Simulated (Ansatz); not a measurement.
Reaction (ligand exchange at the Al–N bond): `[AlH2]/[N]=C\[SeH]` + `CC(O)O` → `CC(O)[O][AlH2]` + `N=C[SeH]`

Computed with Ansatz on PBE0-D4/def2-TZVP structures; ΔE is electronic, products minus reactants. CCSD(T)/CBS is the MP2 limit (def2-TZVPP, def2-QZVPP) plus CCSD(T) − MP2 in def2-TZVPP, frozen cores. Functionals use def2-TZVPP. For Se outer-core shells are correlated without core-valence functions, which leaves a few kJ/mol of doubt a bond. Scalar relativity is left out up to krypton. Each species was taken in one conformer, which may not be the lowest.

`[AlH2]/[N]=C\[SeH]`:

Cartesian coordinates in Å:
```
Al 0.484 0.925 1.753
N -0.126 0.100 0.333
C -0.507 -0.474 -0.690
Se 0.621 -0.748 -2.235
H 0.299 2.491 1.816
H 1.152 0.037 2.875
H -1.512 -0.887 -0.839
H -0.412 -1.444 -3.015
```

`CC(O)O`:

```xyz
10

C    -1.043   -0.117    0.356
C     0.443    0.077    0.191
O     0.627    1.232   -0.584
O     1.076   -1.032   -0.388
H    -1.240   -1.014    0.944
H    -1.490    0.744    0.855
H    -1.514   -0.223   -0.626
H     0.932    0.185    1.168
H     1.574    1.361   -0.690
H     0.636   -1.213   -1.225
```

`CC(O)[O][AlH2]`:

```xyz
12

C    -0.046    1.472    0.960
C    -0.345    0.048    0.569
O     0.750   -0.740    0.981
O    -0.548   -0.042   -0.804
Al    0.130   -1.099   -1.946
H     0.888    1.789    0.490
H     0.057    1.557    2.042
H    -0.850    2.125    0.620
H    -1.257   -0.303    1.073
H     0.492   -1.666    0.963
H     0.644   -2.531   -1.504
H     0.085   -0.610   -3.444
```

`N=C[SeH]`:

Cartesian coordinates in Å:
```
N -1.189 0.393 -0.681
C -0.189 -0.068 -0.075
Se 1.268 1.082 0.345
H -1.890 -0.329 -0.840
H -0.049 -1.102 0.255
H 2.050 0.024 0.995
```

```csv
level,ΔE (kcal/mol)
PBE-D4,-6.2
r2SCAN-D4,-7.2
PBE0-D4,-7.1
BHLYP-D4,-8.5
PBE,-5.9
CAM-B3LYP,-8.3
HF/def2-SVP,-8.4
CCSD/def2-SVP,-9.4
```

Problem. What does CCSD(T)/CBS give? (Best estimate.)

Solution. Computed: -8.8 kcal/mol. The listed levels differ from it by 2.6, 1.6, 1.7, 0.3, 2.9, 0.5, 0.4, -0.6 kcal/mol.

Largest T1 diagnostic among the species: 0.013.

Leaving LDA and LC-ωPBE aside and taking each functional with its dispersion term where it has one, the values, not all of them listed here, spread over 3.1 kcal/mol, from ωB97X-V to PBE-D4. From PBE to PBE0 (25 % exact exchange), in def2-TZVPP and without D4, ΔE moves by −0.9 kcal/mol.
